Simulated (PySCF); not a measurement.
## Peak assignment

Bonds (- single, = double, # triple, : aromatic): C1-C2, C2=O3, C2-Si4, Si4-Si5, Si4-Si6, Si4-C7, C7-F8, C7-F9. C1 carries H10, H11, H12; Si5 carries H13, H14, H15; Si6 carries H16, H17, H18; C7 carries H19.

Method: GIAO PBE0/pcSseg-1 shieldings, GFN2-xTB geometry, in PySCF 2.14 (averaged over atoms made equivalent by symmetry, fast rotation or ring inversion, non-relativistic Hamiltonian, gas phase, single conformer).

Chemical shifts δ = σref − σ; ¹³C (186.93 ppm), ¹H (31.72 ppm) against TMS, all at this level.

Question: Assign these signals to the numbered atoms. ¹³C{¹H} NMR (computed): δ 248.6 (C), 130.0 (CH), 43.5 (CH3).

Answer: 
248.6 → C2, carbonyl carbon
130.0 → C7, sp3 CH bonded to 2 F and Si: 2 electronegative neighbours deshield it
43.5 → C1, methyl carbon α to a carbonyl: α to the electron-withdrawing carbonyl group

Question: Assign these signals to the numbered atoms. ¹H NMR (400 MHz, computed): δ 6.68 (m, 1H), 3.62 (s, 6H), 2.82 (s, 3H).

Answer: 
6.68 → H19, hydrogen on an sp3 CH bonded to 2 F and Si: its carbon carries F, which withdraws density
3.62 → H13/H14/H15/H16/H17/H18, hydrogen on a silicon bonded to Si
2.82 → H10/H11/H12, hydrogen on a methyl carbon α to a carbonyl: α to C=O

Splittings by ¹⁹F in the carbon and heteronuclear signals aren't shown, as no couplings were computed. Shifts are as computed. Against solution values, carbons near 30 ppm lie about +3 ppm off and those near 130 ppm about +5 ppm. Of 1309 compounds with measured shifts, 239 miss one by over three times the rms of a fit or turn the order of signals round; such compounds aren't used in these exercises. Multiplicities follow the n + 1 count of equivalent neighbours, as no J values were calculated; m marks all less simple cases, F and P coupling included.
